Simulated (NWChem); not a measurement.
System: C₂H₇AlS; SMILES [CH3][AlH][S]C

Here is an NWChem input.

```
start job
memory heap 200 mb stack 900 mb global 1100 mb
geometry units angstroms noautosym nocenter noautoz
  Al    -0.517036     0.871858    -0.094184
  H     -2.066599     0.656374    -0.388008
  C      0.367212     2.619783     0.003240
  H     -0.084791     3.243777     0.785639
  H      0.253330     3.168936    -0.940840
  H      1.438879     2.542279     0.216472
  S      0.670752    -0.946897     0.216807
  C     -0.564023    -2.313959     0.034183
  H     -1.565201    -1.931569    -0.177713
  H     -0.587718    -2.889009     0.962244
  H     -0.246684    -2.963815    -0.784060
end
basis spherical
  * library 6-31g*
end
dft
  xc b3lyp
  iterations 150
end
property
  response 1 0.0773
end
task dft property
```

Parts of the log:

```
             Northwest Computational Chemistry Package (NWChem) 7.3.0
             --------------------------------------------------------

                             Geometry "geometry" -> ""
                             -------------------------

 Output coordinates in angstroms (scale by  1.889725989 to convert to a.u.)

  No.       Tag          Charge          X              Y              Z
 ---- ---------------- ---------- -------------- -------------- --------------
    1 Al                  13.0000    -0.51703600     0.87185800    -0.09418400
    2 H                    1.0000    -2.06659900     0.65637400    -0.38800800
    3 C                    6.0000     0.36721200     2.61978300     0.00324000
    4 H                    1.0000    -0.08479100     3.24377700     0.78563900
    5 H                    1.0000     0.25333000     3.16893600    -0.94084000
    6 H                    1.0000     1.43887900     2.54227900     0.21647200
    7 S                   16.0000     0.67075200    -0.94689700     0.21680700
    8 C                    6.0000    -0.56402300    -2.31395900     0.03418300
    9 H                    1.0000    -1.56520100    -1.93156900    -0.17771300
   10 H                    1.0000    -0.58771800    -2.88900900     0.96224400
   11 H                    1.0000    -0.24668400    -2.96381500    -0.78406000

 Effective nuclear repulsion energy (a.u.)     193.3740375896

                              NWChem Property Module
                              ----------------------

                                 NWChem DFT Module
                                 -----------------

 Summary of "ao basis" -> "ao basis" (spherical)
 ------------------------------------------------------------------------------
       Tag                 Description            Shells   Functions and Types
 ---------------- ------------------------------  ------  ---------------------
 Al                          6-31g*                  8       18   4s3p1d
 H                           6-31g*                  2        2   2s
 C                           6-31g*                  6       14   3s2p1d
 S                           6-31g*                  8       18   4s3p1d

            General Information
            -------------------
          SCF calculation type: DFT
          Wavefunction type:  closed shell.
          No. of atoms     :    11
          No. of electrons :    48
           Alpha electrons :    24
            Beta electrons :    24
          Charge           :     0
          Spin multiplicity:     1
          Use of symmetry is: off; symmetry adaption is: off
          Maximum number of iterations: 150
          AO basis - number of functions:    78
                     number of shells:    42
          Convergence on energy requested:  1.00D-06
          Convergence on density requested:  1.00D-05
          Convergence on gradient requested:  5.00D-04

              XC Information
              --------------
                         B3LYP Method XC Potential
                     Hartree-Fock (Exact) Exchange  0.200
                        Slater Exchange Functional  0.800 local
                    Becke 1988 Exchange Functional  0.720 non-local
              Lee-Yang-Parr Correlation Functional  0.810
                  VWN I RPA Correlation Functional  0.190 local

             Grid Information
             ----------------
          Grid used for XC integration:  medium
          Radial quadrature: Mura-Knowles
          Angular quadrature: Lebedev.
          Tag              B.-S. Rad. Rad. Pts. Rad. Cut. Ang. Pts.
          ---              ---------- --------- --------- ---------
          Al                  1.25       88          10.0       590
          H                   0.35       45          13.0       434
          C                   0.70       49          13.0       434
          S                   1.00       88          11.0       590
          Grid pruning is: on
          Number of quadrature shells:   589
          Spatial weights used:  Erf1

      Superposition of Atomic Density Guess
      -------------------------------------

 Sum of atomic energies:        -718.12246773

      Non-variational initial energy
      ------------------------------

 Total energy =    -719.786361
 1-e energy   =   -1374.935249
 2-e energy   =     461.774850
 HOMO         =      -0.305139
 LUMO         =       0.015451

   convergence    iter        energy       DeltaE   RMS-Dens  Diis-err
 ---------------- ----- ----------------- --------- --------- ---------
 d= 0,ls=0.0,diis     1   -721.0440731297 -9.14D+02  1.04D-02  3.28D-01
 d= 0,ls=0.0,diis     2   -721.0600740378 -1.60D-02  6.22D-03  1.75D-01
 d= 0,ls=0.0,diis     3   -721.0820488769 -2.20D-02  1.90D-03  3.47D-02
 d= 0,ls=0.0,diis     4   -721.0871763860 -5.13D-03  3.17D-04  5.02D-04
 d= 0,ls=0.0,diis     5   -721.0872570986 -8.07D-05  7.22D-05  3.12D-05
  Resetting Diis
 d= 0,ls=0.0,diis     6   -721.0872612626 -4.16D-06  2.13D-05  4.21D-06
 d= 0,ls=0.0,diis     7   -721.0872618638 -6.01D-07  5.76D-06  5.64D-08

         Total DFT energy =     -721.087261863783
      One electron energy =    -1379.145342541952
           Coulomb energy =      522.578192107753
    Exchange-Corr. energy =      -57.894149019209
 Nuclear repulsion energy =      193.374037589625

 Numeric. integr. density =       48.000015229806

                       DFT Final Molecular Orbital Analysis
                       ------------------------------------

 Vector   22  Occ=2.000000D+00  E=-2.891054D-01
              MO Center= -4.5D-01,  1.6D+00, -1.1D-01, r^2= 3.4D+00
   Bfn.  Coefficient  Atom+Function         Bfn.  Coefficient  Atom+Function
  ----- ------------  ---------------      ----- ------------  ---------------
    24      0.335398   3 C  py                7     -0.246672   1 Al px
    20      0.246595   2 H  s                 8     -0.210990   1 Al py
    28      0.208698   3 C  py               19      0.203811   2 H  s
    23      0.180239   3 C  px               26     -0.123937   3 C  s
    27      0.111906   3 C  px                3      0.110476   1 Al px

 Vector   23  Occ=2.000000D+00  E=-2.752492D-01
              MO Center=  3.3D-01, -5.7D-01,  1.3D-01, r^2= 3.4D+00
   Bfn.  Coefficient  Atom+Function         Bfn.  Coefficient  Atom+Function
  ----- ------------  ---------------      ----- ------------  ---------------
    47      0.485018   7 S  px               48     -0.298721   7 S  py
    51      0.245534   7 S  px                8      0.242201   1 Al py
    43     -0.187595   7 S  px               50      0.148716   7 S  s
    74      0.149325   9 H  s                24     -0.135985   3 C  py
    20      0.132683   2 H  s                 7     -0.127821   1 Al px

 Vector   24  Occ=2.000000D+00  E=-2.442458D-01
              MO Center=  5.0D-01, -9.0D-01,  1.8D-01, r^2= 2.2D+00
   Bfn.  Coefficient  Atom+Function         Bfn.  Coefficient  Atom+Function
  ----- ------------  ---------------      ----- ------------  ---------------
    49      0.623559   7 S  pz               53      0.388144   7 S  pz
    45     -0.238795   7 S  pz                9      0.147940   1 Al pz
    76     -0.128553  10 H  s                78      0.128618  11 H  s
    47     -0.122042   7 S  px               63     -0.113454   8 C  pz
    75     -0.087973  10 H  s                77      0.088026  11 H  s

 Vector   25  Occ=0.000000D+00  E=-3.494374D-02
              MO Center= -5.1D-01,  7.7D-01, -8.9D-02, r^2= 4.4D+00
   Bfn.  Coefficient  Atom+Function         Bfn.  Coefficient  Atom+Function
  ----- ------------  ---------------      ----- ------------  ---------------
    13      0.664421   1 Al pz                9      0.502142   1 Al pz
    53     -0.293078   7 S  pz               49     -0.245774   7 S  pz
     5     -0.177020   1 Al pz               36     -0.160211   4 H  s
    38      0.160271   5 H  s                11     -0.129958   1 Al px
     7     -0.098221   1 Al px               45      0.091942   7 S  pz

 Vector   26  Occ=0.000000D+00  E= 1.583719D-02
              MO Center=  2.0D-01,  8.1D-01,  5.0D-02, r^2= 5.8D+00
   Bfn.  Coefficient  Atom+Function         Bfn.  Coefficient  Atom+Function
  ----- ------------  ---------------      ----- ------------  ---------------
    10      1.335052   1 Al s                26     -0.891522   3 C  s
    50     -0.700746   7 S  s                11      0.487573   1 Al px
    64      0.441128   8 C  s                51      0.321597   7 S  px
    20     -0.260097   2 H  s                46     -0.241922   7 S  s
    66      0.206588   8 C  py               36      0.184523   4 H  s

 Vector   27  Occ=0.000000D+00  E= 2.609799D-02
              MO Center= -4.2D-01, -6.3D-01, -9.5D-03, r^2= 5.3D+00
   Bfn.  Coefficient  Atom+Function         Bfn.  Coefficient  Atom+Function
  ----- ------------  ---------------      ----- ------------  ---------------
    64      1.063171   8 C  s                12      0.850798   1 Al py
    10     -0.804724   1 Al s                52      0.756675   7 S  py
    20      0.454708   2 H  s                50      0.288226   7 S  s
    48      0.281965   7 S  py                6     -0.229298   1 Al s
    76     -0.229241  10 H  s                78     -0.229234  11 H  s

     Multipole analysis of the density
     ---------------------------------

[...]

 DFT Linear Response polarizability / au
 Frequency  =       0.0773000 / au
 Wavelength =     589.4353558 / nm
              X              Y              Z
 -----------------------------------------------
 X      60.5018160     -1.5080527      2.3695488
 Y      -1.5080264     89.3669759     -2.0511631
 Z       2.3695477     -2.0511683     49.2766020
 -----------------------------------------------
 Eigenvalues =      60.8579195     89.5631272     48.7243472
 Isotropic   =      66.3817980
 Anisotropic =      36.3250498
 -----------------------------------------------

 Magnetic Dipole Response Matrix (nonzero elements):
```

Level: B3LYP/6-31G* (spherical d). The geometry was optimised at B3LYP/6-31G* (spherical d). B3LYP is NWChem's, with the RPA form of VWN correlation.
